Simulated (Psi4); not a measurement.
Psi4 input (wB97X-D/6-311+G**):

```
memory 1500 MB

molecule {
0 2
C     1.91768900   -0.30184100   -0.56436400
B     0.65176400    0.18029300    0.21162300
O    -0.59755400   -0.12441300   -0.13571400
C    -1.75870700    0.31494100    0.57194700
H     2.57417000   -0.87464300    0.09598000
H     1.66167900   -0.92177400   -1.43061700
H     2.50418300    0.55497400   -0.90644100
H    -1.48126200    0.92961200    1.42919800
H    -2.30993100   -0.56349900    0.90677000
H    -2.38111500    0.89057000   -0.11279500
symmetry c1
no_reorient
no_com
}

set {
  basis 6-311+G**
  reference uks
  scf_type df
  df_basis_scf def2-universal-jkfit
  dft_radial_points 99
  dft_spherical_points 590
  e_convergence 1e-8
  d_convergence 1e-7
  maxiter 150
}

e = energy('wb97x-d')
print_out(f'\nFINAL {e:.10f} DIPOLE {variable("CURRENT DIPOLE")[0]:.6f} {variable("CURRENT DIPOLE")[1]:.6f} {variable("CURRENT DIPOLE")[2]:.6f}\n')
```

Output:

```
   => Loading Basis Set <=

    Name: 6-311+G**
    Role: ORBITAL
    Keyword: BASIS
    atoms 1, 4 entry C          line   129 file 6-311pgss.gbs
    atoms 2    entry B          line   108 file 6-311pgss.gbs
    atoms 3    entry O          line   171 file 6-311pgss.gbs
    atoms 5-10 entry H          line    42 file 6-311pgss.gbs

   => WB97X-D: Empirical Dispersion <=

    Chai and Head-Gordon Dispersion Correction
    Chai, J.-D.; Head-Gordon, M. (2010), J. Chem. Phys., 132: 6615-6620

        s6 =       1.000000

         ---------------------------------------------------------
                                   SCF
               by Justin Turney, Rob Parrish, Andy Simmonett
                          and Daniel G. A. Smith
                              UKS Reference
         ---------------------------------------------------------

  ==> Geometry <==

    Molecular point group: c1
    Full point group: C1

    Geometry (in Angstrom), charge = 0, multiplicity = 2:

       Center              X                  Y                   Z               Mass
    ------------   -----------------  -----------------  -----------------  -----------------
         C            1.917689000000    -0.301841000000    -0.564364000000    12.000000000000
         B            0.651764000000     0.180293000000     0.211623000000    11.009305360000
         O           -0.597554000000    -0.124413000000    -0.135714000000    15.994914619570
         C           -1.758707000000     0.314941000000     0.571947000000    12.000000000000
         H            2.574170000000    -0.874643000000     0.095980000000     1.007825032230
         H            1.661679000000    -0.921774000000    -1.430617000000     1.007825032230
         H            2.504183000000     0.554974000000    -0.906441000000     1.007825032230
         H           -1.481262000000     0.929612000000     1.429198000000     1.007825032230
         H           -2.309931000000    -0.563499000000     0.906770000000     1.007825032230
         H           -2.381115000000     0.890570000000    -0.112795000000     1.007825032230

  Running in c1 symmetry.

  Rotational constants: A =      1.57964  B =      0.12549  C =      0.12150 [cm^-1]
  Rotational constants: A =  47356.30705  B =   3762.22311  C =   3642.61619 [MHz]
  Nuclear repulsion =  106.356685364500720

  Charge       = 0
  Multiplicity = 2
  Electrons    = 31
  Nalpha       = 16
  Nbeta        = 15

  ==> Algorithm <==

  SCF Algorithm Type is DF.
  DIIS enabled.
[...]

    Beta Occupied:

       1A    -19.278470     2A    -10.340129     3A    -10.256579
       4A     -6.871491     5A     -1.147800     6A     -0.815945
       7A     -0.784517     8A     -0.617685     9A     -0.556325
      10A     -0.553101    11A     -0.484124    12A     -0.481290
      13A     -0.447229    14A     -0.431674    15A     -0.412867

    Beta Virtual:

      16A      0.010679    17A      0.068377    18A      0.072646
      19A      0.078057    20A      0.101509    21A      0.122631
      22A      0.125343    23A      0.131597    24A      0.132492
      25A      0.146118    26A      0.167127    27A      0.175449
      28A      0.191400    29A      0.194829    30A      0.217917
      31A      0.224725    32A      0.231825    33A      0.244242
      34A      0.259230    35A      0.310320    36A      0.321296
      37A      0.322237    38A      0.347101    39A      0.360407
      40A      0.379735    41A      0.413918    42A      0.432939
      43A      0.462054    44A      0.488054    45A      0.520372
      46A      0.521917    47A      0.551197    48A      0.551963
      49A      0.594969    50A      0.635002    51A      0.651865
      52A      0.664526    53A      0.692653    54A      0.708653
      55A      0.733577    56A      0.771459    57A      0.808652
      58A      0.827553    59A      0.938624    60A      0.946849
      61A      1.002353    62A      1.019913    63A      1.037842
      64A      1.055779    65A      1.086281    66A      1.218320
      67A      1.304308    68A      1.306909    69A      1.391679
      70A      1.399869    71A      1.452983    72A      1.516993
      73A      1.548921    74A      1.552141    75A      1.609771
      76A      1.617876    77A      1.663566    78A      1.674816
      79A      1.695555    80A      1.752468    81A      1.755345
      82A      1.823526    83A      1.830309    84A      1.879591
      85A      1.973711    86A      2.041800    87A      2.067473
      88A      2.130941    89A      2.174281    90A      2.213117
      91A      2.262761    92A      2.336732    93A      2.373151
      94A      2.458151    95A      2.518972    96A      2.543934
      97A      2.551870    98A      2.578587    99A      2.626355
     100A      2.653030   101A      2.657067   102A      2.658443
     103A      2.668831   104A      2.718915   105A      2.897558
     106A      2.999367   107A      3.069032   108A      3.130239
     109A      3.229469   110A      3.263167   111A      3.593999
     112A      3.775089   113A      3.881624   114A      3.891164
     115A      3.893831   116A      3.928528   117A      4.141186
     118A      5.085680   119A      5.277406   120A      5.672042
     121A     14.752675   122A     24.038491   123A     24.117681
     124A     49.997067

    Final Occupation by Irrep:
              A
    DOCC [    15 ]
    SOCC [     1 ]
    NA   [    16 ]
    NB   [    15 ]

  @DF-UKS Final Energy:  -179.85864662684295

   => Energetics <=

    Nuclear Repulsion Energy =            106.3566853645007200
    One-Electron Energy =                -453.2116195096071465
    Two-Electron Energy =                 184.6189935800506987
    DFT Exchange-Correlation Energy =     -17.6204814553823148
    Empirical Dispersion Energy =          -0.0022246064049167
    VV10 Nonlocal Energy =                  0.0000000000000000
    Total Energy =                       -179.8586466268429547

  UHF NO Occupations:
  HONO-2 :   14  A 1.9995595
  HONO-1 :   15  A 1.9993962
  HONO-0 :   16  A 1.0000000
  LUNO+0 :   17  A 0.0006038
  LUNO+1 :   18  A 0.0004405
  LUNO+2 :   19  A 0.0000635
  LUNO+3 :   20  A 0.0000341

Computation Completed

Properties will be evaluated at   0.000000,   0.000000,   0.000000 [a0]

Properties computed using the SCF density matrix

 Multipole Moments:

 ------------------------------------------------------------------------------------
     Multipole            Electronic (a.u.)      Nuclear  (a.u.)        Total (a.u.)
 ------------------------------------------------------------------------------------

 L = 1.  Multiply by 2.5417464519 to convert [e a0] to [Debye]
 Dipole X            :         -0.4247806            0.0000076           -0.4247731
 Dipole Y            :          0.0325811            0.0000019            0.0325830
 Dipole Z            :          0.0761329           -0.0000076            0.0761254
 Magnitude           :                                                    0.4327689

 ------------------------------------------------------------------------------------

FINAL -179.8586466268 DIPOLE -0.424773 0.032583 0.076125

*** Psi4 exiting successfully. Buy a developer a beer!
```

The geometry given is a B3LYP-D3(BJ)/def2-TZVP minimum.
